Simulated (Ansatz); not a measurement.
Consider the atomization: `F[Si](S)(Cl)Cl` → 2 Cl• + F• + H• + S• + Si•.

Gas-phase electronic energies from Ansatz, PBE0-D4/def2-TZVP geometries. CCSD(T)/CBS is frozen-core, at the limit of the def2 triple- and quadruple-zeta sets. Functionals use def2-TZVPP. B3LYP here is the variant with VWN-RPA as its local correlation; programs differ in this. No spin–orbit coupling; open shells (•) take unrestricted orbitals. Spin–orbit coupling would lower the free atoms: a little for Cl, F, S, Si. Each species was taken in one conformer, which may not be the lowest.

**Question.** What is ΔE at CCSD(T)/CBS? (Estimate.)

**Answer.** The calculation gave: +2106.5 kJ/mol.

**Question.** What do these levels give: revPBE-D4, PBE0-D4, r2SCANh-D4, PBE-QIDH, B3LYP, CAM-B3LYP, MP2/def2-SVP, CCSD/def2-SVP, CCSD(T)/def2-SVP, CCSD(T)/def2-TZVPP, CCSD/def2-QZVPP, HF/CBS(def2)? (Estimate.)

**Answer.** The calculation gave: revPBE-D4 2063.8, PBE0-D4 2081.9, r2SCANh-D4 2090.6, PBE-QIDH 2080.1, B3LYP 2010.7, CAM-B3LYP 2041.4, MP2/def2-SVP 1940.1, CCSD/def2-SVP 1838.3, CCSD(T)/def2-SVP 1865.8, CCSD(T)/def2-TZVPP 2014.1, CCSD/def2-QZVPP 2019.7, HF/CBS(def2) 1520.0 kJ/mol.

Largest T1 diagnostic among the species: 0.012.

From r2SCAN to r2SCAN0 (25 % exact exchange), in def2-TZVPP and without D4, ΔE moves by −48.0 kJ/mol: exact exchange takes away binding that semilocal exchange gives to molecules. The D4 term adds +38.9 kJ/mol with B3LYP and +20.1 kJ/mol with PBE0; it sums over pairs of atoms, weighted by their polarisabilities, and B3LYP, whose exchange is more repulsive, gets the larger term. In def2-TZVPP, CCSD(T) changes the Hartree–Fock value by +500.7 kJ/mol (the triples alone add +45.0 kJ/mol) and MP2 by +594.1 kJ/mol; breaking electron pairs costs correlation energy, which Hartree–Fock lacks.
